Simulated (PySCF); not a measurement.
## Stretching SbO⁺

Set-up: basis Sb cc-pVTZ-PP with ECP28, O cc-pVTZ; scalar-relativistic core potentials; PySCF 2.14. Energies in eV from Sb⁺ + O in their ground configurations at the same level. All curves are PBE0. state 1: ¹Σ⁺ (singlet), closed shell; state 2: triplet, unpaired electrons π ↑↑, a mixture of terms (⟨Lz²⟩ = 2.0), a second solution, started from another occupation; state 3: triplet, unpaired electrons π ↑↑, a mixture of terms (⟨Lz²⟩ = 2.0), a second solution, started from another occupation; state 4: Ms = 0 determinant of mixed spin (⟨S²⟩ near 1.0), unpaired electrons π ↑↓, a mixture of terms (⟨Lz²⟩ = 2.0), a second solution, started from another occupation.

```tsv
R (Å)	state 1	state 2	state 3	state 4
1.519	-2.538	2.480	2.911	3.007
1.589	-3.865	0.459	0.878	0.973
1.660	-4.582	-0.911	-0.505	-0.410
1.713	-4.830	-1.618	-1.222	-1.128
1.766	-4.891	-2.113	-1.728	-1.635
1.819	-4.812	-2.442	-2.067	-1.977
1.890	-4.547	-2.681	-2.322	-2.234
1.978	-4.046	-2.750	-2.410	-2.326
2.084	-3.303	-2.607	-2.292	-2.216
2.225	-2.222	-2.202	-1.918	-1.859
```

Task: Put a parabola through the three lowest points of the state 1 curve and estimate Re, k and ωe (reduced mass 14.13 u; 1 eV/Å² = 0.16022 mdyn/Å; ωe = 1302.8·√(k/μ) cm⁻¹).

Result: Through R = 1.713, 1.766, 1.819 Å the second-order coefficient is 24.9 eV/Å², so Re ≈ 1.763 Å, k ≈ 7.99 mdyn/Å and ωe ≈ 979 cm⁻¹. A polynomial fit of higher order to the unrounded PBE0 energies gives Re = 1.760 Å, k = 8.23 mdyn/Å, ωe = 995 cm⁻¹; anharmonicity and rounding make the difference.

The higher-order fit for each curve: state 1: Re = 1.760 Å, ωe = 995 cm⁻¹, De = 4.89 eV; state 2: Re = 1.962 Å, ωe = 676 cm⁻¹, minimum 2.75 eV below the ground-state fragments; state 3: Re = 1.972 Å, ωe = 660 cm⁻¹, minimum 2.41 eV below the ground-state fragments; state 4: Re = 1.975 Å, ωe = 652 cm⁻¹, minimum 2.33 eV below the ground-state fragments.

These are scalar-relativistic numbers at best; spin–orbit coupling would shift them, the dissociation energy most. For an ion De counts to the pair picked by the measured ionisation energies or electron affinities, which need not be the lowest pair at this level.
